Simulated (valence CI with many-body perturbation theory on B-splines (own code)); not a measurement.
Results of a calculation; reference values are marked as such.
## Ga¹⁸⁺: what the settings do

Method: valence CI with perturbative core correlation (CI+MBPT): three valence electrons over a frozen Dirac-Fock core [Ne], radial functions for each j: 6 s, 6 p, 5 d, 3 f, 1 g, with the one-electron correlation potential Σ1 (screened to all orders), the two-electron term Σ2, the three-electron term Σ3, Breit, model QED; selected single and double excitations, second order for the rest (own B-spline code, finite nucleus).

No measured spectrum was set against this ion. As an estimate, levels of excited configurations hold to 0.05 to 0.15 % of their energy, terms of the ground configuration to about 0.5 %.

The reference run has the lowest level 3s2 3p 2P°_1/2 and an ionisation energy of 681.877 eV. Its largest variational space holds 2827 state functions.

Names give the largest LS component (configuration and term), which can be under half, so a name can repeat, a term be missing and a line seem to break the LS rules; names also repeat where a configuration has a term twice.

```csv
Level,Reference (cm⁻¹),Shift (cm⁻¹)
3s2 3p 2P°_3/2,46583,+13
3s 3p2 4P_1/2,313616,-35
3s 3p2 4P_3/2,335241,-27
3s 3p2 4P_5/2,356355,-22
3s 3p2 2D_3/2,425648,-21
3s 3p2 2D_5/2,435289,-16
3s 3p2 2S_1/2,501695,-24
3s 3p2 2P_1/2,548969,-12
3s 3p2 2P_3/2,560375,-12
3s2 3d 2D_3/2,645634,-18
3s2 3d 2D_5/2,651697,-14
3p3 2D°_3/2,799211,-57
```

The ionisation energy moves by +0.068 eV.

(1) Which of these changes was made?
A. selection threshold (hartree) 2e-08 → 2e-07
B. shift of the energy in Σ1 (hartree) 0 → 4.9
C. scale of Σ2 1 → -1
D. scale of Σ2 1 → 0.5; factor on the speed of light 1 → 10; QED terms on → off

Answers

(1) B. shift of the energy in Σ1 (hartree) 0 → 4.9.
